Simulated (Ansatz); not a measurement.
Consider the formal exchange of groups at a Ge–O bond: `F[SiH](F)[O][GeH3]` + `C=C(F)F` → `FC(F)=[CH][GeH3]` + `O[SiH](F)F`.

Isolated molecules relaxed with PBE0-D4/def2-TZVP in Ansatz; ΔE leaves out vibrations. CBS: MP2 limit from def2 TZ/QZ plus the TZ coupled-cluster correction, frozen cores. DFT in def2-TZVPP. B3LYP here is the variant with VWN-RPA as its local correlation; programs differ in this. For Ge outer-core shells are correlated without core-valence functions, which leaves a few kJ/mol of doubt a bond. Scalar relativity is left out up to krypton. One conformer a species, not always the lowest.

```json
{"level": "B3LYP-D4", "ΔE (kcal/mol)": "12.6"}
{"level": "SCS-MP2/def2-QZVPP", "ΔE (kcal/mol)": "12.2"}
```

Q: What does CCSD(T)/CBS give? (Estimate.)

A: Computed: +11.0 kcal/mol. The listed levels differ from it by 1.6, 1.2 kcal/mol.

Largest T1 diagnostic among the species: 0.012.

In def2-TZVPP, CCSD(T) changes the Hartree–Fock value by −5.1 kcal/mol (the triples alone add −0.6 kcal/mol) and MP2 by −5.6 kcal/mol.
